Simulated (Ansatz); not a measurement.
Reaction (redistribution): `CN(C)B(O)Br` + `[SiH3][O][GeH]` → `OB(Br)O[SiH3]` + `C[N](C)[GeH]`

Gas-phase electronic energies from Ansatz, PBE0-D4/def2-TZVP geometries. CBS: MP2 limit from def2 TZ/QZ plus the TZ coupled-cluster correction, frozen cores. DFT in def2-TZVPP. B3LYP here is the variant with VWN-RPA as its local correlation; programs differ in this. For Br, Ge outer-core shells are correlated without core-valence functions, which leaves a few kJ/mol of doubt a bond. Scalar relativity is left out up to krypton. One conformer a species, not always the lowest.

```json
{"level": "PBE-D4", "ΔE (kJ/mol)": "-15.1"}
{"level": "ωB97M-V", "ΔE (kJ/mol)": "-7.8"}
{"level": "B3LYP", "ΔE (kJ/mol)": "-10.3"}
{"level": "SCS-MP2/def2-TZVPP", "ΔE (kJ/mol)": "-11.5"}
{"level": "CCSD(T)/def2-TZVPP", "ΔE (kJ/mol)": "-13.9"}
{"level": "SCS-MP2/def2-QZVPP", "ΔE (kJ/mol)": "-11.1"}
{"level": "MP2/CBS(def2)", "ΔE (kJ/mol)": "-14.3"}
{"level": "CCSD/CBS(def2)", "ΔE (kJ/mol)": "-11.1"}
```

(1) What does CCSD(T)/CBS give? (An estimate is asked.)

Largest T1 diagnostic among the species: 0.016.

Results:

(1) The calculation gave: -13.9 kJ/mol. The listed levels differ from it by -1.2, 6.1, 3.6, 2.4, 0.0, 2.8, -0.4, 2.8 kJ/mol.

In def2-TZVPP, CCSD(T) changes the Hartree–Fock value by −10.1 kJ/mol (the triples alone add −2.8 kJ/mol) and MP2 by −10.5 kJ/mol.
